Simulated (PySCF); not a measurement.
CH4N, multiplicity 2. Atoms are numbered in the order given.

```xyz
6

C     -0.0122    -0.6227     0.0000
N      0.1531     0.7973     0.0000
H     -0.5841    -0.9629     0.8772
H      0.9564    -1.1254     0.0000
H     -0.5841    -0.9629    -0.8772
H     -0.7863     1.2066     0.0000
```
Charge 0, spin multiplicity 2.

The structure is a stationary point at PBE0-D3(BJ)/def2-TZVP. The isomer is the one that the SMILES or the coordinates give; other isomers of the formula were not compared.

These are PySCF with M06-2X/def2-TZVPD values and carry that method's errors.

Mulliken values depend strongly on the basis, most of all with diffuse functions as here. ESP charges are fitted to the potential on shells at 1.4 to 2.0 van der Waals radii. Atomic charges (e):

| atom | meta-Löwdin | ESP fit | Mulliken | Mulliken spin |
|---|---|---|---|---|
| C1 | -0.23 | … | -0.50 | -0.13 |
| N2 | -0.32 | … | -0.50 | 1.05 |
| H3 | 0.12 | … | 0.25 | 0.07 |
| H4 | 0.12 | … | 0.22 | -0.01 |
| H5 | 0.12 | … | 0.25 | 0.07 |
| H6 | 0.21 | … | 0.28 | -0.04 |

Q: Complete the blanks. (Estimate from the structure and the level; the computed values follow.)

A: 
- C1, ESP fit: 0.25
- N2, ESP fit: -0.57
- H3, ESP fit: 0.00
- H4, ESP fit: 0.01
- H5, ESP fit: 0.00
- H6, ESP fit: 0.31
